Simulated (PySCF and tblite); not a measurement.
Results of a calculation; reference values are marked as such.
C₃H₇BrSi, numbered as in [CH2:1]=[CH:2][CH2:3][SiH2:4][Br:5].

The ensemble was built from 90 distance-geometry starts (ETKDG and KDG, MMFF94s, GFN2-xTB) and rests on GFN2-xTB geometries. Free energies are LC-wPBE-D3(BJ)/6-311G** (IEF-PCM, dimethylsulfoxide) single points with GFN2-xTB rigid-rotor and vibrational terms (modes under about 100 cm⁻¹ blended into free rotors). Symmetry numbers and mirror images are counted. Conformers within 3 kcal/mol (GFN2-xTB free energy) were kept, 4 at most. Codes: tblite and PySCF.

Torsions listed: C1–C2–C3–Si4, C2–C3–Si4–Br5. Of a mirror pair one member is shown.

```
conformer        shape   symmetry
        1   104°, 180°  C1 (pair)
        2   100°, -64°  C1 (pair)
        3     0°, 180°         Cs
        4  -104°, -61°  C1 (pair)
```

Which of these conformers is the most populated at 298.15 K, and with what share?

Conformer 2, about 42 %. The lead over the next is within the error of the method.

Give the DFT energies and free energies relative to the lowest, and all weights.


| conformer | shape | E(DFT) kcal/mol | G(298.15 K) kcal/mol | weight % |
| --- | --- | --- | --- | --- |
| 1 | 104°, 180° | 0.41 | 0.27 | 27.0 |
| 2 | 100°, -64° | 0.00 | 0.00 | 42.3 |
| 3 | 0°, 180° | 2.03 | 2.19 | 1.1 |
| 4 | -104°, -61° | 0.26 | 0.21 | 29.6 |

How does its share change from 220 K to 380 K?

From 47 % to 39 %; the mixing entropy goes from 3.51 to 3.66 cal/(mol K).
